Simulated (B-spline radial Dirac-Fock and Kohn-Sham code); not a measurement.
## L-shell conversion coefficients of Sm against transition energy

Calculated with a radial B-spline solver, using a Dirac-Hartree-Slater potential of the neutral atom with a Latter tail (no hole, which puts coefficients of high multipoles low close above an edge), finite nucleus with surface currents. Subshells within 1 keV of threshold and pair formation are left out.

| energy (keV) | E2 | E4 | E5 | M2 | M3 | M5 |
| --- | --- | --- | --- | --- | --- | --- |
| 14.7 | 10500 | 1.21e+08 | 4.91e+09 | 16200 | 4.75e+06 | 3.14e+10 |
| 17.4 | 4510 | 4.29e+07 | 1.75e+09 | 7310 | 1.59e+06 | 8.45e+09 |
| 20 | 2240 | 1.78e+07 | 7.09e+08 | 3800 | 650000 | 2.82e+09 |
| 22.5 | 1240 | 8.35e+06 | 3.21e+08 | 2200 | 307000 | 1.11e+09 |
| 36.3 | 115 | 363000 | 1.10e+07 | 246 | 15800 | 2.50e+07 |
| 50 | 24.0 | 43100 | 1.06e+06 | 59.2 | 2350 | 2.03e+06 |
| 50.2 | 23.6 | 42000 | 1.03e+06 | 58.2 | 2290 | 1.96e+06 |
| 65.7 | 6.47 | 6980 | 141000 | 18.1 | 488 | 247000 |
| 67.7 | 5.61 | 5710 | 113000 | 16.0 | 412 | 196000 |
| 79.6 | 2.62 | 1950 | 33900 | 8.05 | 167 | 57700 |
| 82.2 | 2.25 | 1570 | 26700 | 7.04 | 140 | 45300 |
| 90.2 | 1.47 | 850 | 13400 | 4.79 | 84.7 | 22700 |
| 100 | 0.915 | 431 | 6270 | 3.14 | 48.7 | 10600 |
| 102 | 0.837 | 378 | 5420 | 2.89 | 43.8 | 9180 |
| 105 | 0.734 | 312 | 4380 | 2.57 | 37.6 | 7420 |
| 107 | 0.674 | 276 | 3810 | 2.38 | 34.0 | 6470 |
| 168 | 0.0950 | 15.0 | 144 | 0.405 | 3.46 | 268 |
| 198 | 0.0484 | 5.34 | 44.8 | 0.218 | 1.57 | 88.4 |
| 200 | 0.0465 | 5.02 | 41.8 | 0.210 | 1.50 | 82.7 |
| 230 | 0.0268 | 2.13 | 15.8 | 0.126 | 0.782 | 33.1 |
| 346 | 0.00598 | 0.199 | 1.06 | 0.0302 | 0.130 | 2.64 |
| 348 | 0.00586 | 0.193 | 1.02 | 0.0296 | 0.127 | 2.56 |
| 500 | 0.00182 | 0.0296 | 0.116 | 0.00911 | 0.0298 | 0.334 |
| 502 | 0.00180 | 0.0290 | 0.113 | 0.00900 | 0.0293 | 0.327 |
| 787 | 0.000529 | 0.00414 | 0.0115 | 0.00233 | 0.00580 | 0.0351 |
| 1000 | 0.000300 | 0.00175 | 0.00411 | 0.00119 | 0.00264 | 0.0122 |
| 1110 | 0.000238 | 0.00124 | 0.00274 | 0.000899 | 0.00191 | 0.00796 |
| 2000 | 7.22e-05 | 0.000238 | 0.000403 | 0.000201 | 0.000355 | 0.000946 |
| 2170 | 6.20e-05 | 0.000195 | 0.000322 | 0.000165 | 0.000286 | 0.000730 |

Q: How fast do they fall between 1110 and 2170 keV?

A: As powers of the energy: E2 E^-2.01, E4 E^-2.76, E5 E^-3.20, M2 E^-2.53, M3 E^-2.83, M5 E^-3.56. Within one type (E or M) the higher multipoles fall faster.
